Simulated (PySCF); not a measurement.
Simulated C 1s region for `N#CC1=CCOC1`, binding energy against the vacuum level.

Every computed line was given a Gaussian of 0.8 eV full width at half maximum and an area set by the number of equivalent atoms; the highest printed point is 100. Theory: delta-SCF UKS SCAN, pcX-2 on the ionised atom, pcseg-1 elsewhere, spin-free X2C (PySCF).

binding energy (eV), intensity and a bar:
```
    290.2          0 
    290.3          0 
    290.4          1 
    290.5          2 #
    290.6          4 #
    290.7          7 ##
    290.8         11 ###
    290.9         17 #####
    291.0         24 #######
    291.1         32 ##########
    291.2         39 ############
    291.3         44 #############
    291.4         47 ##############
    291.5         49 ###############
    291.6         51 ###############
    291.7         54 ################
    291.8         60 ##################
    291.9         67 ####################
    292.0         75 ######################
    292.1         82 #########################
    292.2         88 ##########################
    292.3         92 ############################
    292.4         95 #############################
    292.5         98 #############################
    292.6        100 ##############################
    292.7        100 ##############################
    292.8         97 #############################
    292.9         91 ###########################
    293.0         80 ########################
    293.1         65 ####################
    293.2         50 ###############
    293.3         35 ##########
    293.4         23 #######
    293.5         13 ####
    293.6          7 ##
    293.7          4 #
    293.8          2 
    293.9          1 
    294.0          0
```

Q: Count the maxima, the lines and the sites behind this envelope.

A: The curve has 1 maximum (at 292.7 eV). Under it lie 5 lines from 5 inequivalent carbon sites. At this width some lines have no maximum of their own.

Q: Decompose the envelope and assign each component. Numbering: `[N:1]#[C:2][C:3]1=[CH:4][CH2:5][O:6][CH2:7]1`.

A: 
```
position (eV)  relative area  line  atoms                      environment
       291.34              1  C 1s     C4                 alkene CH carbon
       292.05              1  C 1s     C3  fully substituted alkene carbon
       292.32              1  C 1s     C2                   nitrile carbon
       292.85              1  C 1s     C5       sp3 carbon bound to oxygen
       292.86              1  C 1s     C7       sp3 carbon bound to oxygen
```

Q: What are the centre and the root-mean-square width of the whole band?

A: The area-weighted mean of the lines is 292.29 eV. Their own spread about it is 0.57 eV (rms) and each Gaussian has σ = 0.8/2.355 = 0.34 eV; the variances add, which gives 0.66 eV.

The listed C 1s values span 1.52 eV, from C4 (bonded to C (double bond), C and H) to C7 (bonded to O, C and 2 H). The widest gap between neighbouring values is 0.71 eV, between 291.34 and 292.05 eV. Summing the Pauling electronegativity differences to the bonded atoms, each weighted by its formal bond order, gives -0.35 for the lowest site and +0.19 for the highest; the largest sum, +1.47, belongs to C2, 0.54 eV below the top. The values 292.85 and 292.86 eV lie too close for their order to be trusted.

No satellites, vibrations or lifetime broadening are included. Isolated species at its GFN2-xTB geometry, gas phase.
